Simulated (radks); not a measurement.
All-electron atom: Os IV in [Xe] 4f14 5d5. Method: Dirac Kohn-Sham, AM05, spin-unpolarised, spherical densities, point nucleus; open shells fill j = l - 1/2 first; computed with a radial shooting solver on a logarithmic mesh with Libxc functionals.

Normalised radial functions P(r) = r R(r) (large component), r in bohr:

| r | 5p3/2 |
|---|---|
| 0.001636 | 0.0030 |
| 0.002217 | 0.0053 |
| 0.003005 | 0.0092 |
| 0.004072 | 0.0158 |
| 0.005475 | 0.0264 |
| 0.007421 | 0.0439 |
| 0.01006 | 0.0709 |
| 0.01363 | 0.1102 |
| 0.01847 | 0.1620 |
| 0.02483 | 0.2186 |
| 0.03366 | 0.2639 |
| 0.04562 | 0.2598 |
| 0.06182 | 0.1608 |
| 0.08312 | -0.0426 |
| 0.1126 | -0.2872 |
| 0.1527 | -0.3773 |
| 0.2069 | -0.1338 |
| 0.2804 | 0.3352 |
| 0.377 | 0.5660 |
| 0.5109 | 0.2094 |
| 0.6925 | -0.5249 |
| 0.9385 | -1.0295 |
| 1.262 | -0.9830 |
| 1.71 | -0.5851 |
| 2.318 | -0.2175 |
| 3.141 | -0.0463 |
| 4.257 | -0.0048 |
| 5.723 | -0.0002 |
| 7.756 | 0.0000 |

5p3/2: eigenvalue -77.452 eV, 3 radial nodes at r = 0.0788, 0.227, 0.560 bohr, <r> = 1.19 bohr, 90 % of the charge inside 1.73 bohr.
